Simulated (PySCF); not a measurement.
## Polarisability of [OsNF4]-

Compound: [OsNF4]- (charge -1 and singlet state).
Geometry (PBE0-D3(BJ)/def2-SVP, Å), atoms numbered from 1 in this order:
```
atom  x, y, z in Å
Os1   -0.0002   -0.0010    0.1277
N2     0.0034   -0.0075    1.7429
F3     1.8320    0.0050   -0.4703
F4    -0.0033    1.8350   -0.4585
F5    -1.8339   -0.0005   -0.4652
F6     0.0021   -1.8310   -0.4765
```

Level: B3LYP/def2-SVPD (PySCF), static field, nuclei fixed, core orbitals frozen in the response. The polarisability tensor in these axes (au):

```
x   50.17  0.00  0.01
y    0.00 50.17 -0.01
z    0.01 -0.01 54.19
```

Give the principal values, the mean and the anisotropy Δα = √{½[(α1 − α2)² + (α2 − α3)² + (α1 − α3)²]}.

Principal values 50.17, 50.17 and 54.19 au; mean 51.51 au = 7.63 Å³ = 8.49 × 10⁻⁴⁰ C²·m²/J; Δα = 4.02 au (8 % of the mean).

Sum over states: ᾱ = Σ f/ω², ω in Eh. What share falls to these 10 lowest TDDFT singlets (eV, f)? 2.71, 0.0004; 2.71, 0.0004; 3.31, 0.0000; 4.26, 0.0000; 5.16, 0.0000; 5.68, 0.0000; 5.94, 0.0000; 6.06, 0.0000; 6.38, 0.0013; 6.38, 0.0013.

They add up to 0.13 au, 0.3 % of the 51.51 au; the largest single term is 0.04 au, from the state at 2.71 eV. Terms in order: 0.04, 0.04, 0.00, 0.00, 0.00, 0.00, 0.00, 0.00, 0.02, 0.02 au. Higher excitations give the rest. The strengths listed sum to 0.003.

Rayleigh depolarisation ratio (linearly polarised light, static tensor)?

ρ = 3Δα²/(45ᾱ² + 4Δα²) = 48.5/(119396 + 64.6) = 0.000406.

Isolated species at its PBE0-D3(BJ)/def2-SVP geometry, gas phase. Atoms past krypton carry effective core potentials; spin–orbit coupling is left out.
